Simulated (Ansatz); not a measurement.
`O=[C]1O[CH](F)[AlH]1` at its PBE0-D4/def2-TZVP geometry, where that method's forces vanish. Charge 0, multiplicity 1.

| atom | x (Å) | y (Å) | z (Å) |
| --- | --- | --- | --- |
| O1 | 2.134 | 1.245 | 0.667 |
| C2 | 1.101 | 0.743 | 0.391 |
| O3 | 1.027 | -0.303 | -0.560 |
| C4 | -0.300 | -0.783 | -0.638 |
| F5 | -0.365 | -2.007 | 0.018 |
| Al6 | -0.906 | 0.690 | 0.566 |
| H7 | -0.537 | -0.971 | -1.685 |
| H8 | -2.154 | 1.385 | 1.242 |

For each bond, give half the difference of the two atoms' forces along it (eV/Å; positive pushes the atoms apart) under PBE-D4, r2SCAN-D4, B3LYP-D4, ωB97M-V in def2-TZVPP. (Estimate.)

The calculation gave: 
```json
{"bond": "O1–C2", "length (Å)": "1.182", "PBE-D4": "0.91", "r2SCAN-D4": "0.34", "B3LYP-D4": "0.14", "ωB97M-V": "0.11"}
{"bond": "C2–O3", "length (Å)": "1.416", "PBE-D4": "0.35", "r2SCAN-D4": "0.34", "B3LYP-D4": "0.23", "ωB97M-V": "0.11"}
{"bond": "C2–Al6", "length (Å)": "2.016", "PBE-D4": "-0.32", "r2SCAN-D4": "-0.18", "B3LYP-D4": "0.01", "ωB97M-V": "-0.03"}
{"bond": "O3–C4", "length (Å)": "1.413", "PBE-D4": "0.34", "r2SCAN-D4": "0.30", "B3LYP-D4": "0.20", "ωB97M-V": "0.11"}
{"bond": "C4–F5", "length (Å)": "1.391", "PBE-D4": "0.50", "r2SCAN-D4": "0.35", "B3LYP-D4": "0.37", "ωB97M-V": "0.27"}
{"bond": "C4–Al6", "length (Å)": "1.996", "PBE-D4": "0.02", "r2SCAN-D4": "-0.04", "B3LYP-D4": "0.09", "ωB97M-V": "-0.01"}
{"bond": "C4–H7", "length (Å)": "1.089", "PBE-D4": "-0.03", "r2SCAN-D4": "-0.16", "B3LYP-D4": "-0.24", "ωB97M-V": "-0.15"}
{"bond": "Al6–H8", "length (Å)": "1.580", "PBE-D4": "0.01", "r2SCAN-D4": "-0.02", "B3LYP-D4": "-0.14", "ωB97M-V": "-0.17"}
```

B3LYP here is the variant with VWN-RPA as its local correlation; programs differ in this.

Computed with Ansatz.
